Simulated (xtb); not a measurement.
C (SMILES [C-]), charge -1, quartet; GFN-FF run with xtb.

Here is a job for xtb.
```
$ xtb mol.xyz --gfnff --chrg -1 --uhf 3 --json

# file mol.xyz
1

C      0.00000000     0.00000000     0.00000000
```

Q: Predict the main parts of the log of this xtb run.

A: 
```
   ID    Z sym.   atoms
    1    6 C      1

           -------------------------------------------------
          |                Calculation Setup                |
           -------------------------------------------------

          ==================== Thresholds ====================
          CN  :   150.00000
          rep :   500.00000
          disp:  2500.00000
          HB1 :   250.00000
          HB2 :   450.00000

          Pauling EN used:
          Z : 6  EN :  2.55
          electric field strengths (au): 0.000

           -------------------------------------------------
          |           Force Field Initialization            |
           -------------------------------------------------

          distances ...
          ----------------------------------------
          generating topology and atomic info file ...
!!!!!!!!!!!!!!!!!!!!!!!!!!!!!!!!!!!!!!!!!!!!
  warning: no bond partners for atom   1
!!!!!!!!!!!!!!!!!!!!!!!!!!!!!!!!!!!!!!!!!!!!
          pair mat ...
          computing topology distances matrix with Floyd-Warshall algo ...
          making topology EEQ charges ...
          #fragments for EEQ constrain: 1
          ----------------------------------------
          generating topology and atomic info file ...
!!!!!!!!!!!!!!!!!!!!!!!!!!!!!!!!!!!!!!!!!!!!
  warning: no bond partners for atom   1
!!!!!!!!!!!!!!!!!!!!!!!!!!!!!!!!!!!!!!!!!!!!
          pair mat ...
          computing topology distances matrix with Floyd-Warshall algo ...
          making topology EEQ charges ...
          #fragments for EEQ constrain: 1
          rings ...
          # BATM   0
          # H in HB   0

  atom   neighbors  erfCN metchar sp-hybrid imet pi  qest     coordinates
    1  C       0    0.00   0.00         0    0    0  -1.000    0.000000    0.000000    0.000000

          #atoms :   1
          #bonds :   0
          #angl  :   0
          #tors  :   0
          #nmol  :   1
          #optfrag :   1
           -------------------------------------------------
          |                   G F N - F F                   |
          |          A general generic force-field          |
          |                  Version 1.0.3                  |
           -------------------------------------------------
          Number of HB bonds (bound hydrogen)     0
          Number of HB bonds (unbound hydrogen)   0
          Number of XB bonds                      0

         :::::::::::::::::::::::::::::::::::::::::::::::::::::
         ::                     SUMMARY                     ::
         :::::::::::::::::::::::::::::::::::::::::::::::::::::
         :: total energy              -0.664057986764 Eh    ::
         :: gradient norm              0.000000000000 Eh/a0 ::
         ::.................................................::
         :: bond energy                0.000000000000 Eh    ::
         :: angle energy               0.000000000000 Eh    ::
         :: torsion energy             0.000000000000 Eh    ::
         :: repulsion energy           0.000000000000 Eh    ::
         :: electrostat energy        -0.664057986764 Eh    ::
         :: dispersion energy          0.000000000000 Eh    ::
         :: HB energy                  0.000000000000 Eh    ::
         :: XB energy                  0.000000000000 Eh    ::
         :: bonded atm energy          0.000000000000 Eh    ::
         :: external energy            0.000000000000 Eh    ::
         :: add. restraining           0.000000000000 Eh    ::
         :: total charge              -1.000000000000 e     ::
         :::::::::::::::::::::::::::::::::::::::::::::::::::::

           -------------------------------------------------
          |                Property Printout                |
           -------------------------------------------------

molecular dipole:
                 x           y           z       tot (Debye)
 q only:        0.000       0.000       0.000       0.000

           -------------------------------------------------
          | TOTAL ENERGY               -0.664057986764 Eh   |
          | GRADIENT NORM               0.000000000000 Eh/α |
           -------------------------------------------------
########################################################################
[WARNING] Runtime exception occurred
-1- gfnff_setup: Could not read topology file.
########################################################################

normal termination of xtb
```
